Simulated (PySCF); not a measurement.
PySCF 2.14 output of an unrestricted LDA calculation on a single atom or ion in cc-pVTZ-PP with ECP60MDF (5s4p3d1f, 39 functions), with scalar relativity through the core potential:

```
SCF conv_tol = 1e-09
number electrons alpha = 11  beta = 9
    P. A. M. Dirac.,  Math. Proc. Cambridge Philos. Soc. 26, 376 (1930)
    F. Bloch.,  Z. Phys. 57, 545 (1929)
    S. H. Vosko, L. Wilk, and M. Nusair.,  Can. J. Phys. 58, 1200 (1980)
cycle= 1 E= -191.433822994543  delta_E= -0.0122  |g|= 0.0561  |ddm|= 0.532
cycle= 2 E= -191.434304495617  delta_E= -0.000482  |g|= 0.0402  |ddm|= 0.159
cycle= 3 E= -191.43481397144  delta_E= -0.000509  |g|= 0.000139  |ddm|= 0.0655
cycle= 4 E= -191.434813989169  delta_E= -1.77e-08  |g|= 1.96e-05  |ddm|= 0.000591
cycle= 5 E= -191.434813989433  delta_E= -2.64e-10  |g|= 3.54e-07  |ddm|= 6.27e-05
converged SCF energy = -191.434813989433  <S^2> = 2.000819  2S+1 = 3.0005459
```

The run itself started from symmetry-adapted Hartree-Fock orbitals and held the occupation by maximum overlap, on a logarithmic radial grid, so the iterations belong to that start.

**Question.** Which element, charge and spin multiplicity is this?

**Answer.** Pb(2+) (lead, charge +2), multiplicity 3; the state was [Xe] 4f14 5d10 6s1 6p1, high-spin 3P determinant (an excited configuration).

Energies and moments cover only the electrons outside the core potential. Spin-orbit coupling, absent here, splits the open shell strongly.
